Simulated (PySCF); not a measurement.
Bond length, frequency and bond energy of CSe⁺ by level of theory

State: ²Σ⁺ (doublet), unpaired electrons σ ↑. Set-up: PySCF, spin-free X2C with a Gaussian nucleus, basis sets C x2c-SVPall, Se x2c-SVPall. De refers to C + Se⁺ in their high-spin ground configurations, without counterpoise correction. The functionals are run spin-unrestricted. A positive dipole points towards Se; it is taken about the centre of mass and depends on that origin. Levels whose curve was spin-contaminated or gave no clean fit are not listed.

```tsv
Level	Re (Å)	ωe (cm⁻¹)	De (eV)	μ (D)	CPU s a point (SCF and correlation, without the integrals)
ROHF	1.588	1307	1.37	-1.25	0.085
ROHF-MP2	1.646	1110	4.60	n/a	0.16
ROHF-SCS-MP2	1.643	1116	4.38	n/a	n/a
ROHF-CCSD	1.630	1167	3.98	n/a	n/a
ROHF-CCSD(T)	1.645	1106	4.37	n/a	5
PBE	1.640	1117	5.54	-0.87	0.71
BP86	1.643	1106	5.54	-0.90	0.55
```

Question: What does second-order correlation do here, going from ROHF to ROHF-MP2?

Answer: ROHF-MP2 less ROHF: +5.8 pm in Re, -15.1 % in ωe, +3.23 eV in De. Correlation nearly always deepens the well. The bond lengthens, as in strong covalent bonds, where excitations into antibonding orbitals dominate.

Question: What does all correlation do here, going from ROHF to ROHF-CCSD(T)?

Answer: ROHF-CCSD(T) less ROHF: +5.7 pm in Re, -15.4 % in ωe, +3.00 eV in De. Correlation nearly always deepens the well. The bond lengthens, as in strong covalent bonds, where excitations into antibonding orbitals dominate.

Correlated steps freeze 10 core orbitals. Correlated levels converge slowly with the basis: in double zeta they bind strong bonds too weakly, by up to about 1 eV, and carry superposition errors of some tenths. Spin–orbit coupling is left out. For an ion De counts to the pair picked by the measured ionisation energies or electron affinities, which need not be the lowest pair at this level. UHF is strongly spin-contaminated for CSe⁺, so the ROHF reference used there is far from stable. The state is the lowest determinant that a PBE0 search found; another state may lie lower at other levels.

The whole job (state search and all levels along the bond) took about 2.6 min on 1 thread of Arm Neoverse V1 (shared host), peak memory 0.56 GiB.
